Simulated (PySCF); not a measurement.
CH4Al, charge +1. Atoms are numbered in the order given.

```xyz
6

Al     0.0000     0.0000    -0.7283
C      0.0000     0.0000     1.1823
H      0.8969    -0.5178     1.5575
H     -0.8969    -0.5178     1.5575
H      0.0000     1.0357     1.5575
H      0.0000     0.0000    -2.2988
```
Charge +1, spin multiplicity 1.

Coordinates come from a PBE-D3(BJ)/def2-TZVP optimisation. The multiplicity is an assumed one; other spin states were not compared. The isomer is the one that the SMILES or the coordinates give; other isomers of the formula were not compared.

Method: PySCF with PBE-D3(BJ)/def2-TZVP.

Frequencies are harmonic and unscaled.

```
mode  ν (cm⁻¹)  IR (km/mol)  moving atoms (share of kinetic energy)
----  --------  -----------  --------------------------------------
1          348         33.9                                  H 93 %
2          348         33.9                                  H 93 %
3          660         14.9                 C 54 %, Al 33 %, H 13 %
4          697         79.1                          H 79 %, C 17 %
5          697         79.1                          H 79 %, C 17 %
6         1177          1.1                          H 84 %, C 16 %
7         1362          3.6                                  H 96 %
8         1362          3.6                                  H 96 %
9         1978         11.0                                  H 96 %
10        2963         22.5                                  H 97 %
11        3054         15.0                           H 91 %, C 9 %
12        3054         15.0                           H 91 %, C 9 %
```
